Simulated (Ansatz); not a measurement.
Single points on Ge3O9H6.

```yaml
crystal:
  periodic: [false, false, false]
  atoms:
    - {symbol: Ge, position_ang: [-0.966885, -1.055890, 0.931670]}
    - {symbol: Ge, position_ang: [-0.944185, -0.079691, -2.382359]}
    - {symbol: Ge, position_ang: [1.990346, 0.420326, -0.333215]}
    - {symbol: O, position_ang: [0.895706, 2.022542, 1.611680]}
    - {symbol: O, position_ang: [-1.547592, 1.088980, -3.383008]}
    - {symbol: O, position_ang: [0.601058, 1.637441, 0.217308]}
    - {symbol: O, position_ang: [-0.246580, -0.864602, 2.660056]}
    - {symbol: O, position_ang: [-1.535734, -0.021118, 2.300029]}
    - {symbol: O, position_ang: [-1.376690, 0.166902, -0.473766]}
    - {symbol: O, position_ang: [1.589234, 0.926260, 2.191089]}
    - {symbol: O, position_ang: [0.810698, -1.239785, 0.121646]}
    - {symbol: O, position_ang: [0.948044, 0.374070, -2.076007]}
    - {symbol: H, position_ang: [1.347442, -1.851186, 0.668889]}
    - {symbol: H, position_ang: [0.835036, 0.289621, 2.513894]}
    - {symbol: H, position_ang: [-0.929020, -1.624288, -2.411339]}
    - {symbol: H, position_ang: [-1.674545, -2.378465, 0.619189]}
    - {symbol: H, position_ang: [1.067860, 1.189495, -2.612658]}
    - {symbol: H, position_ang: [-0.864183, 0.999388, -0.163107]}
basis:
  gaussian: {orbitals: def2-TZVP, initial_orbitals: start.molden}
hamiltonian: {xc: pbe0, dispersion: d4}
scf: {omitted_lower_state_checks: [starts]}
output: {orbitals: {seedname: orbitals}}
```

The file start.molden holds the orbitals of an earlier run on this structure, at another level or in another basis.

```sh
$ ansatz run in.yaml --threads 4 --pin off --events-out ev --progress --plain --max-ram 6963MiB
```

Shortened log:

```
Functional definition: PBE0
  name "PBE0"
  cite "Adamo & Barone, J. Chem. Phys. 110, 6158 (1999) doi:10.1063/1.478522"
  cite "Perdew, Burke & Ernzerhof, Phys. Rev. Lett. 77, 3865 (1996) doi:10.1103/PhysRevLett.77.3865"
  parent pbe
  parameter a = 0.25
  parameter kappa = 0.804
  parameter beta = 0.06672455060314922
  exchange = (1 - a)*pbe_x(kappa = kappa, mu = beta*pi^2/3) + a*exact_x
  correlation = pbe_c(beta = beta)
these checks for a lower state are left out or cut short: starts
2826 factors; their error is unknown
mean field evaluation 1: about -188025.8931 eV, gradient 3.3e2 eV
mean field evaluation 2: about -188037.1918 eV, gradient 1.3e1 eV
mean field evaluation 4: about -188037.6197 eV, gradient 3.2e-3 eV
mean field evaluation 8: about -188038.4555 eV, gradient 1.6e-5 eV
mean field -188038.45548947 eV, -6910.2857821950 hartree, gradient 1.6e-5 eV, S^2 0.000000; 0 other end points of the search recorded, 0 dependent functions left out
reference -188038.45552518 eV, -6910.2857835075 hartree; 87, 87 occupied and 372, 372 virtual orbitals, 2826 factors
Total energy: -188039.10994235 eV, -6910.3098328949 hartree
Checks for a lower state left out: starts
```

Hardware: 4 threads of Intel Xeon on a shared host. Wall time 90 s, peak host memory 3.3 GiB.

The first input with `hamiltonian: {xc: r2scan, dispersion: d4}` (abridged; 51 s):

```
Functional definition: r2SCAN
mean field -188070.61163091 eV, -6911.4674985968 hartree, gradient 1.3e-5 eV, S^2 0.000000
Total energy: -188070.80859454 eV, -6911.4747368769 hartree
Checks for a lower state left out: starts
```

First input, but with `hamiltonian: {xc: pbe, dispersion: d4}`, `output: {forces: true, orbitals: {seedname: orbitals}}` (abridged; 42 s):

```
Functional definition: PBE
mean field -188036.04101527 eV, -6910.1970519050 hartree, gradient 2.4e-5 eV, S^2 0.000000
Total energy: -188036.79702259 eV, -6910.2248346615 hartree
Atom 0 force     0.083725     0.097752     0.205822 eV/Å
Atom 1 force     0.063647    -0.041322     0.134701 eV/Å
Atom 2 force    -0.101552     0.063977     0.039026 eV/Å
Atom 3 force    -0.018148     0.137887    -0.027112 eV/Å
Atom 4 force    -0.017935     0.044008    -0.037613 eV/Å
Atom 5 force     0.113296     0.032807    -0.097193 eV/Å
Atom 6 force    -0.156375    -0.071908    -0.144376 eV/Å
Atom 7 force     0.034750    -0.101434    -0.085054 eV/Å
Atom 8 force    -0.044887     0.040549     0.002685 eV/Å
Atom 9 force     0.069091    -0.145903     0.200073 eV/Å
Atom 10 force     0.091011    -0.152538     0.072471 eV/Å
Atom 11 force    -0.000741     0.089704    -0.149636 eV/Å
Atom 12 force    -0.105274     0.129844    -0.101795 eV/Å
Atom 13 force     0.068849     0.091855    -0.081123 eV/Å
Atom 14 force     0.011612     0.047428     0.009101 eV/Å
Atom 15 force     0.011877     0.029144     0.008948 eV/Å
Atom 16 force    -0.039866    -0.143331     0.108719 eV/Å
Atom 17 force    -0.063079    -0.148518    -0.057643 eV/Å
Dipole moment:     0.776368    -1.043204    -0.172696 e Å
Checks for a lower state left out: starts
```

Geometry: PBE-D4/def2-SVP.

The structure holds 3 bonds between oxygen atoms, so isomers without such links may lie far lower. Another isomer (singlet) lies 3.41 eV lower at PBE0-D4/def2-TZVP; other spin states weren't run for this one.
